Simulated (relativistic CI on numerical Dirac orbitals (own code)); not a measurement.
# Cu³⁺ in a cubic cluster: L2,3 absorption with charge transfer

Computed with a charge-transfer multiplet model of a cubic metal-ligand cluster with up to 2 ligand holes, Slater and spin-orbit integrals from Dirac-Coulomb-Breit ions, Slater integrals scaled by 0.7. The ground state mixes d8 with configurations of k ligand holes L, whose averages lie at kΔ + k(k − 1)U_dd/2; a core hole lowers each added d electron by U_cd. 300 K, Lorentzian 0.4 eV and Gaussian 0.3 eV FWHM.

Atomic integrals in eV (Slater integrals scaled, ζ unscaled), ground: F2dd 9.683, F4dd 6.042, zeta_d 0.110; with the core hole: F2dd 9.683, F4dd 6.042, zeta_d 0.138, zeta_core 13.377, F2cd 6.178, G1cd 4.735, G3cd 2.694.

Cluster parameters (eV): Δ = 3.6, U_dd = 6.8, U_cd = 7.8, 10Dq(ligand) = 1.6, V(eg) = 1.2, V(t2g) = -0.55, final-state hopping factor = 1.

| Case | n_d | d8 | d9L | d10L2 | S |
| --- | --- | --- | --- | --- | --- |
| 10Dq = 0.25 eV | 8.13 | 0.88 | 0.12 | 0.00 | 1.00 |
| 10Dq = 0.85 eV | 8.11 | 0.89 | 0.11 | 0.00 | 1.00 |
| 10Dq = 1.15 eV | 8.11 | 0.89 | 0.10 | 0.00 | 1.00 |
| 10Dq = 1.45 eV | 8.10 | 0.90 | 0.10 | 0.00 | 1.00 |
| 10Dq = 1.75 eV | 8.10 | 0.91 | 0.09 | 0.00 | 1.00 |

Weights, n_d and S are thermal averages at 300 K. Photon energies count from the first peak over 30 % of the highest in each spectrum, which can be another peak from case to case. The parameters are a model scan and need not match a compound or its usual spin state. Peaks in eV (height, largest 100):
- 10Dq = 0.25 eV: 0.0 (100), 1.8 (19), 2.4 (9), 3.8 (6), 20.3 (15), 21.3 (26)
- 10Dq = 0.85 eV: 0.0 (100), 1.7 (22), 4.0 (5), 20.2 (22), 21.1 (24)
- 10Dq = 1.15 eV: 0.0 (100), 1.8 (21), 20.2 (23), 21.2 (24)
- 10Dq = 1.45 eV: 0.0 (100), 1.8 (19), 20.2 (24), 21.2 (23)
- 10Dq = 1.75 eV: 0.0 (100), 1.7 (19), 20.2 (24), 21.1 (24)

For the case 10Dq = 0.85 eV, Δ = 3.6 eV is smaller than U_dd = 6.8 eV, the charge-transfer side of the Zaanen-Sawatzky-Allen scheme. With the core hole the configuration with one ligand hole lies at Δ + U_dd − U_cd = 2.6 eV above the one without, against Δ in the ground state. The added d electron screens the hole, so the order of the configurations is kept and charge-transfer satellites are weaker than in photoemission.
